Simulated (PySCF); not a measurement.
## Unknown compound

Molecular formula: C2H10O3Si3. Simulated spectra:

1H NMR (400 MHz, computed): δ 5.49 (t, 2H), 5.05 (t, 2H), 4.98 (s, 3H), 2.10 (s, 3H).

13C{1H} NMR (computed): δ 179.5 (C), 24.0 (CH3).

No relativistic terms, rapidly exchanging positions averaged, single conformer, no solvent. NMR shieldings at PBE0/pcSseg-1/GIAO; geometry from GFN2-xTB; PySCF 2.14.0 with density-fitted response routines.

References, each an isolated molecule treated in the same way: 1H (σ = 31.72 ppm) and 13C (σ = 186.93 ppm) vs TMS.

Question: Which candidate is it?
A. CC(=O)[SiH2]O[SiH2]O[SiH3]
B. CC(=O)O[SiH2][SiH2]O[SiH3]
C. CC[SiH]1O[SiH2]O[SiH2]O1

Answer: B. 

1. Rings plus π bonds: 1 (no ring in the answer).
2. 2 carbon signals for 2 carbons: no two carbons are equivalent.
3. Carbon types of the structure: 1 × C, 1 × CH3, leaving 7 H on heteroatoms.
4. δC 179.5: carbonyl carbon.
5. δC 24.0: methyl carbon α to a carbonyl; α to the electron-withdrawing carbonyl group.
6. δH 5.49, 5.05: hydrogen on a silicon bonded to O, Si.
7. δH 4.98: hydrogen on a silicon bonded to O.
8. δH 2.10: hydrogen on a methyl carbon α to a carbonyl; α to C=O.

The others: CC(=O)[SiH2]O[SiH2]O[SiH3] has carbons computed at 246.4, 37.4; CC[SiH]1O[SiH2]O[SiH2]O1 would give 5 signals for carbon-bound and other non-exchanging H, not 4.

Shifts are as computed. Against solution values, carbons near 30 ppm lie about +3 ppm off and those near 130 ppm about +5 ppm. Of 1309 compounds with measured shifts, 239 miss one by over three times the rms of a fit or turn the order of signals round; such compounds aren't used in these exercises. Multiplicities follow the n + 1 count of equivalent neighbours, as no J values were calculated; m marks all less simple cases, F and P coupling included.
